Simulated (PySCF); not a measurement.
BBr2, SMILES Br[B]Br (connectivity only; charge and spin as stated), charge +1, multiplicity 1.

The structure is a stationary point at B3LYP-D3(BJ)/def2-TZVP. The multiplicity is an assumed one; other spin states were not compared. The isomer is the one that the SMILES or the coordinates give; other isomers of the formula were not compared.

All values below come from PBE/def2-TZVPD in PySCF.

Computed frontier levels, gap, dipole moment and polarisability:
- highest occupied level: -14.27 eV
- lowest empty level: -8.99 eV
- orbital gap: 5.27 eV
- dipole moment about the centre of nuclear charge: 0.00 D
- mean static polarisability: 49.6 bohr³ (7.35 Å³)
- polarisability, principal values: 34.6, 34.6, 79.7 bohr³
